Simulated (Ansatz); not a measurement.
`C[O][Ge][O]C` + H₂ → `C[O][GeH]` + CH₃OH at 700 K and 1 bar (hydrogenolysis of a Ge–O bond).

Program: Ansatz. Geometries: PBE0-D4/def2-TZVP. ΔE: electronic, gas phase. CCSD(T)/CBS adds triple-zeta CCSD(T) − MP2 to the extrapolated MP2 energy (def2 sets, frozen cores). This one scheme is used for every species. For Ge outer-core shells are correlated without core-valence functions, which leaves a few kJ/mol of doubt a bond. Scalar relativity is left out up to krypton. Each species was taken in one conformer, which may not be the lowest.

| species | CCSD(T)/CBS energy (Eh) | H − E (kJ/mol) | S (J/(mol·K)) |
| --- | --- | --- | --- |
| `C[O][Ge][O]C` | -2306.19530 | 296.9 | 484.7 |
| H₂ | -1.17544 | 46.8 | 155.3 |
| `C[O][GeH]` | -2191.71863 | 175.7 | 364.6 |
| CH₃OH | -115.61712 | 170.8 | 288.5 |

H − E and S are ideal-gas, rigid-rotor, harmonic terms from PBE0-D4/def2-TZVP, for one conformer and one mirror image of each species. The MP2-based limit puts H₂ 0.8 mEh under its directly extrapolated value; such offsets cancel only in part. 1 Eh = 2625.50 kJ/mol, R = 8.31446 J/(mol·K).

Question: By hand: ΔE, ΔH, ΔS and ΔG.

Answer: ΔE = (-2191.71863) + (-115.61712) − (-2306.19530) − (-1.17544) = 0.03499 Eh = 91.9 kJ/mol. Δ(H − E) = 175.7 + 170.8 − 296.9 − 46.8 = 2.8, so ΔH = 94.7 kJ/mol. ΔS = 364.6 + 288.5 − 484.7 − 155.3 = 13.1 J/(mol·K). ΔG = 94.7 − 700 × (13.1)/1000 = 85.5 kJ/mol.

Question: By hand: the equilibrium constant, and the temperature at which ΔG would vanish if ΔH and ΔS stayed fixed.

Answer: log₁₀ K = −ΔG/(RT ln 10) = -6.4. ΔG = 0 at ΔH/ΔS = 7229 K, far beyond where these terms or the molecules hold.

The number of gas molecules stays the same, so ΔS is small and ΔH decides. A doubt of 5 kJ/mol in ΔE shifts log₁₀ K by 0.4 here. Other conformers and mirror images would add mixing entropy, several J/(mol·K) or more a flexible species. Modes under 60 cm⁻¹, often nearly free rotors, make the harmonic entropy too high. These are equilibria of isolated gas molecules and say nothing of rates. Largest T1 diagnostic: 0.016 (customary marks: 0.02 for closed shells, 0.045 for open ones).
